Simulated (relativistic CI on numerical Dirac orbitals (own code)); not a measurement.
## Cu3+ (3d8) in a crystal field

Calculated by Dirac-Coulomb-Breit CI, orbitals from a KLI potential per configuration, model QED, valence Slater integrals scaled by 0.75, one configuration in a parametric crystal field (own radial code).

Field parameters in Wybourne normalisation: Oh B⁴₀ = 21Dq, B⁴₄ = √(5/14) B⁴₀. The field is a parameter set, without covalency.

S is read from ⟨S²⟩ = S(S + 1).

Powder χT (cm³ K mol⁻¹) by Van Vleck's formula, with temperature-independent terms:

```tsv
Field	2 K	5 K	10 K	20 K	50 K	100 K	200 K	300 K
Oh, 10Dq = 4100 cm⁻¹	1.79	1.79	1.8	1.8	1.81	1.84	1.89	1.94
Oh, 10Dq = 20600 cm⁻¹	1.17	1.17	1.18	1.18	1.18	1.18	1.19	1.2
Oh, 10Dq = 23950 cm⁻¹	1.15	1.15	1.15	1.15	1.15	1.16	1.17	1.18
Oh, 10Dq = 27250 cm⁻¹	1.13	1.13	1.13	1.13	1.14	1.14	1.15	1.16
Oh, 10Dq = 30500 cm⁻¹	1.12	1.12	1.12	1.12	1.12	1.13	1.13	1.14
Oh, 10Dq = 33800 cm⁻¹	1.11	1.11	1.11	1.11	1.11	1.11	1.12	1.13
Oh, 10Dq = 37100 cm⁻¹	1.1	1.1	1.1	1.1	1.1	1.1	1.11	1.11
Oh, 10Dq = 40400 cm⁻¹	1.09	1.09	1.09	1.09	1.09	1.1	1.1	1.11
```

Task: For Oh, 10Dq = 23950 cm⁻¹: what effective moment follows at 300 K?

Result: μ_eff = √(8χT) = 3.07 μB. The ground level has S = 1.00; the spin-only moment for S = 1 is 2.83 μB. The difference comes from the orbital moment, spin-orbit mixing of terms and temperature-independent paramagnetism, all larger in this ionic model than in covalent complexes.
